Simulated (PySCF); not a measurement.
## Electron correlation in Co⁺ (cobalt, charge +1)

[Ar] 3d8, high-spin 3F determinant. Computed with PySCF 2.14 in x2c-TZVPPall (6s5p4d2f1g, 64 functions), with the spin-free X2C one-electron Hamiltonian (Gaussian nucleus). Frozen: [Ar]; 8 electrons correlated.

| level | correlation energy (mhartree) |
| --- | --- |
| CCSD | -257.33 |
| (T) | -8.38 |
| CCSD(T) | -265.71 |

Diagnostics: T1 = 0.013, D1 = 0.0195, largest double amplitude 0.025.

Task: Is a single reference adequate?

Result: Yes: T1 lies below 0.03 and no double amplitude reaches 0.07.
